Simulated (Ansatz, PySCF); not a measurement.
This PySCF input computes a CCSD(T)/cc-pVDZ energy:

```python
from pyscf import gto, scf, mp, cc as ccmod

mol = gto.M(
    atom='''
    B     0.19188532    0.04018903   -0.00738233
    F     0.49137223    1.28607139    0.12633432
    F     1.00036724   -0.94777659   -0.17602008
    N    -1.32709041   -0.30352131    0.04363854
    H    -1.85219673    0.22109242   -0.66694071
    H    -1.73708002   -0.03968600    0.94844402
    H    -1.50617220   -1.30235569   -0.10288952
    ''',
    basis='cc-pvdz',
    charge=1,
    spin=0,
    verbose=4,
)

mf = scf.RHF(mol)
mf.conv_tol = 1e-10
mf.max_cycle = 100
mf.kernel()
mp2 = mp.MP2(mf, frozen=4).run()
cc = ccmod.CCSD(mf, frozen=4)
cc.max_cycle = 100
cc.kernel()
et = cc.ccsd_t()
print(f'E(CCSD(T)) = {cc.e_tot + et:.9f}')
```

Task: Write an input for the same energy in Ansatz (a program for electronic structure) and say what it gives.

Result: 
Ansatz 0.2 input:
```yaml
crystal:
  periodic: [false, false, false]
  atoms:
    - {symbol: B, position_ang: [0.19188532, 0.04018903, -0.00738233]}
    - {symbol: F, position_ang: [0.49137223, 1.28607139, 0.12633432]}
    - {symbol: F, position_ang: [1.00036724, -0.94777659, -0.17602008]}
    - {symbol: N, position_ang: [-1.32709041, -0.30352131, 0.04363854]}
    - {symbol: H, position_ang: [-1.85219673, 0.22109242, -0.66694071]}
    - {symbol: H, position_ang: [-1.73708002, -0.03968600, 0.94844402]}
    - {symbol: H, position_ang: [-1.50617220, -1.30235569, -0.10288952]}
basis:
  gaussian:
    orbitals: cc-pVDZ
total_charge: 1
magnetization: {spin_polarized: false}
correlation: {method: ccsd_t, electrons: outside_noble_gas}
```
It gives -280.32704 Eh, and PySCF -280.32705 Eh, a difference of 0.01 mEh.

It need not be the lowest isomer of its formula.
